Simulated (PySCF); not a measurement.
SMILES C=C(F)/C(F)=C\N(C)C, C6H9F2N

Geometry (Å), atoms numbered from 1 in this order:
```xyz
18

C     3.321    0.238    0.126
C     2.021   -0.057    0.016
F     1.593   -0.805   -1.013
C     0.987    0.292    0.970
F     1.505    0.731    2.141
C    -0.367    0.200    0.936
N    -1.252    0.017   -0.084
C    -2.546   -0.538    0.212
C    -0.925    0.192   -1.473
H     4.032   -0.150   -0.602
H     3.669    0.849    0.957
H    -0.837    0.354    1.915
H    -2.608   -1.619   -0.016
H    -2.773   -0.410    1.280
H    -3.327   -0.024   -0.373
H    -1.811    0.586   -1.998
H    -0.611   -0.740   -1.973
H    -0.109    0.920   -1.574
```

Level of theory: PySCF, TDDFT CAM-B3LYP/aug-cc-pVDZ circular dichroism and optical rotation, one conformer, gas phase. Geometry: PBE0-D3(BJ)/def2-SVP.

No stereocentre is labelled: unless the shape is locked (an allene, a helicene, a hindered biaryl), the mirror image is equally populated and a measured rotation or CD is zero.

Task: List the lowest 12 singlet excitations with oscillator and rotatory strengths.

Result: Rotatory strengths R in 10⁻⁴⁰ esu² cm², velocity form and length form (origin at the centre of mass); f in length form.
```csv
state,E (eV),λ (nm),f,R (velocity),R (length),main
1,4.48,276,0.536,+58.9,+59.5,HOMO→LUMO+1 0.87
2,4.62,269,0.033,-20.2,-20.6,"HOMO→LUMO 0.74, HOMO→LUMO+1 0.09"
3,5.26,236,0.023,+12.0,+12.1,HOMO→LUMO+2 0.82
4,5.36,231,0.008,-2.2,-2.3,HOMO→LUMO+3 0.80
5,5.64,220,0.006,-10.3,-9.4,HOMO→LUMO+4 0.67
6,5.72,217,0.024,+17.7,+18.3,"HOMO→LUMO+5 0.54, HOMO→LUMO+4 0.14"
7,5.92,209,0.018,+8.5,+9.0,"HOMO→LUMO+6 0.56, HOMO→LUMO+5 0.13"
8,6.04,205,0.012,-3.8,-3.8,HOMO→LUMO+7 0.81
9,6.07,204,0.008,+11.3,+11.5,"HOMO→LUMO+8 0.40, HOMO→LUMO+10 0.26"
10,6.32,196,0.008,+4.0,+4.2,"HOMO→LUMO+8 0.26, HOMO→LUMO+6 0.20"
11,6.48,191,0.025,+16.8,+17.3,"HOMO→LUMO+9 0.36, HOMO→LUMO+11 0.16"
12,6.52,190,0.013,+16.2,+16.3,"HOMO→LUMO+11 0.48, HOMO→LUMO+9 0.15"
```

Among the states computed, the strongest CD band (largest |R|) is state 1. The largest dissymmetry factor in size, g = 4R/(D+G), with D and G the electric and magnetic dipole strengths, is -0.014 for state 5 (velocity form, f = 0.006), among bands with |R| over 0.5. The mirror image has the same energies and oscillator strengths and all R with the opposite sign.
